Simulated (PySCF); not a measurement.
**Dipole moment and polarisability of `Cc1cc(F)oc(=O)c1`**

Species: C6H5FO2.
Numbering: `[CH3:1][c:2]1[cH:3][c:4]([F:5])[o:6][c:7](=[O:8])[cH:9]1` (hydrogens: H10, H11, H12 on C1; H13 on C3; H14 on C9)

Cartesian coordinates in Å at the GFN2-xTB level; atoms count from 1:
```
atom  x, y, z in Å
C1     2.007   -0.190   -0.119
C2     0.530   -0.014   -0.030
C3    -0.301   -1.177   -0.074
C4    -1.630   -0.984    0.008
F5    -2.498   -1.994   -0.024
O6    -2.232    0.179    0.127
C7    -1.486    1.373    0.179
O8    -2.097    2.398    0.288
C9    -0.060    1.203    0.092
H10    2.356   -0.819    0.698
H11    2.518    0.767   -0.075
H12    2.265   -0.689   -1.052
H13    0.112   -2.165   -0.170
H14    0.516    2.113    0.129
```

Level: PBE0/def2-SVPD (PySCF), static field, nuclei fixed, core orbitals frozen in the response. The polarisability tensor in these axes (au):

```
x   92.03 -7.82 -2.88
y   -7.82 93.53  3.87
z   -2.88  3.87 47.88
```

Question: Give the principal values, the mean and the anisotropy Δα = √{½[(α1 − α2)² + (α2 − α3)² + (α1 − α3)²]}.

Answer: Principal values 47.44, 84.92 and 101.07 au; mean 77.81 au = 11.53 Å³ = 12.83 × 10⁻⁴⁰ C²·m²/J; Δα = 47.66 au (61 % of the mean).

Question: What is the dipole moment, and where does it point?

Answer: (4.45, -2.77, -0.44) D, 5.26 D in size, pointing from the negative to the positive side. Measured along this direction, the outermost atoms are O8 at the negative end and H12 and H10 at the positive end.

Question: In a dilute gas of rigid molecules at 500 K, how does the orientational term μ²/3kT compare with the electronic polarisability?

Answer: In Gaussian units μ²/3kT = 133.65 Å³ against 11.53 Å³, a ratio of 11.59; the Debye molar polarisation (4π/3)N_A(α + μ²/3kT) is 366.2 cm³/mol, leaving out the vibrational part.

Question: Give the principal axes and the span of the nuclei along them.

Answer: Largest value along (-0.67, 0.74, 0.09), where the nuclei span 5.31 Å; middle along (0.74, 0.67, 0.01), 5.57 Å; least along (0.05, -0.07, 1.00), 1.76 Å. The strongest response doesn't lie along the longest of the three spans.

Question: Form Σ f/ω² (atomic units) for the 6 lowest TDDFT singlets, given as eV and f, and set it beside the mean polarisability, which is this sum over all singlets: 4.65, 0.1402; 5.09, 0.0000; 6.09, 0.0745; 6.36, 0.0015; 6.54, 0.0000; 7.10, 0.0003.

Answer: They add up to 6.31 au, 8.1 % of the 77.81 au; the largest single term is 4.79 au, from the state at 4.65 eV. Terms in order: 4.79, 0.00, 1.49, 0.03, 0.00, 0.00 au. Higher excitations give the rest. The strengths listed sum to 0.216.

Isolated species at its GFN2-xTB geometry, gas phase.
